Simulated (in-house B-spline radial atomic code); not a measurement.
Hg⁷⁺. Computed with a B-spline radial atomic code. Model: all-electron spherical atom, spin shells full or empty, radial basis limit, no spin-orbit coupling, Breit or QED, empty-state partial waves extrapolated as (l+1/2)^-4, RPA, G0W0 and static COHSEX of the highest shell as one setting changes (uncorrelated shells keep exact exchange).

Without the two-electron picture change, core correlation of heavy ions comes too large.

Given: element Hg; charge 7; filled core Xe; hamiltonian one-electron scalar X2C; mean-field start Hartree-Fock; highest l of empty states 9; nuclear rms radius 5.4648 fm; highest mean-field shell 5d up.

Shell: 4f 7 7, 5d 5 0 (electrons up and down).

```tsv
lowest nl shells left uncorrelated	RPA correlation energy (hartree)	G0W0 level (eV)	G0W0 minus most complete (meV)	COHSEX level (eV)	linearised minus solved G0W0 (meV)
0	-6.2651	-118.18	0	-120.38	0
1	-6.0267	-118.18	0	-120.38	0
2	-5.8152	-118.18	1	-120.38	0
3	-5.2047	-118.18	2.7	-120.39	0
4	-5.009	-118.17	4	-120.38	0
5	?	?	?	?	?
6	-3.4116	-118.15	23.1	-120.35	0
7	-3.2291	-118.16	21	-120.35	0
8	-2.6856	-118.17	9.2	-120.35	0
9	-1.7647	-118.26	-84.9	-120.48	0
10	-1.5871	-118.29	-110.7	-120.44	0
11	?	?	?	?	?
12	-0.1108	-118.09	85.4	-119.42	0
```

What follows for lowest nl shells left uncorrelated = 11?

RPA correlation energy -0.43314 hartree; G0W0 level -118.02 eV; G0W0 minus most complete 155.6 meV; COHSEX level -119.81 eV; linearised minus solved G0W0 0 meV.

What follows for lowest nl shells left uncorrelated = 5?

RPA correlation energy -4.4065 hartree; G0W0 level -118.17 eV; G0W0 minus most complete 8.6 meV; COHSEX level -120.38 eV; linearised minus solved G0W0 0 meV.
